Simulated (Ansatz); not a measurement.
CH7BO2SiTe (`C[SiH2][Te]B(O)O`), relaxed with RKS PBE0-D4/def2-TZVP in the Gaussian-basis code of Ansatz from a GFN2-xTB geometry. The force threshold is 0.005 eV/Å; the program also tests the step.

Charge 0, multiplicity 1. Te takes the def2 core potential.

Start:

```xyz
13

C     0.221   -2.556   -1.089
Si    0.177   -0.678   -0.846
Te   -0.009   -0.287    1.608
B    -0.229    1.842    1.320
O    -0.241    2.255    0.032
O    -0.358    2.786    2.286
H    -0.693   -3.023   -0.735
H     1.049   -3.008   -0.553
H     0.333   -2.800   -2.140
H    -0.960   -0.133   -1.588
H     1.406   -0.100   -1.397
H    -0.348    3.201   -0.095
H    -0.348    2.502    3.197
```

| step | energy (eV) | largest force (eV/Å) | largest move (Å) |
| --- | --- | --- | --- |
| 1 | -21089.9816 | 0.828 | 0.000 |
| 2 | -21090.0291 | 0.249 | 0.132 |
| 3 | -21090.0350 | 0.147 | 0.032 |
| 4 | -21090.0390 | 0.093 | 0.032 |
| 5 | -21090.0413 | 0.030 | 0.052 |
| 6 | -21090.0414 | 0.025 | 0.016 |
| 7 | -21090.0417 | 0.026 | 0.016 |
| 8 | -21090.0418 | 0.004 | 0.012 |
| 9 | -21090.0418 | 0.011 | 0.015 |
| 10 (rejected) | -21090.0418 | 0.010 | 0.009 |
| 11 | -21090.0419 | 0.006 | 0.004 |
| 12 | -21090.0419 | 0.008 | 0.006 |
| 13 | -21090.0419 | 0.002 | 0.003 |

End:

```xyz
13

C     0.249   -2.588   -1.079
Si    0.114   -0.735   -0.872
Te   -0.098   -0.262    1.577
B    -0.218    1.900    1.272
O    -0.153    2.375    0.005
O    -0.355    2.775    2.305
H    -0.637   -3.090   -0.686
H     1.125   -2.976   -0.555
H     0.344   -2.840   -2.138
H    -1.083   -0.211   -1.577
H     1.324   -0.055   -1.399
H    -0.215    3.337   -0.026
H    -0.395    2.371    3.174
```

Hardware: 2 threads of an AMD EPYC 7R13 on a shared host and a share of an NVIDIA H100 80 GB. Wall time 30 s, peak host memory 0.93 GiB.
